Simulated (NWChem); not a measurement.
**Correlation energy of BeCl2**

```
Be
Cl 1 1.8144
Cl 1 1.8144 2 180.00
```
Charge 0, spin multiplicity 1.

Everything below was run with NWChem. The geometry was optimised at PBE/def2-SVP, a minimum by its harmonic frequencies.

Basis set: STO-3G. Each correlation energy counts from its own Hartree-Fock reference.

The correlated methods keep 11 core orbitals frozen. The structure started from a generated list of species. No row is a measurement; the coupled-cluster row has its own basis-set and correlation limits.

Q: For the correlation energy, CCSD(T) gives -44.8 mHa and CCSDT gives -45.2 mHa. What do MP2 give?

A: MP2: -35.2 mHa.
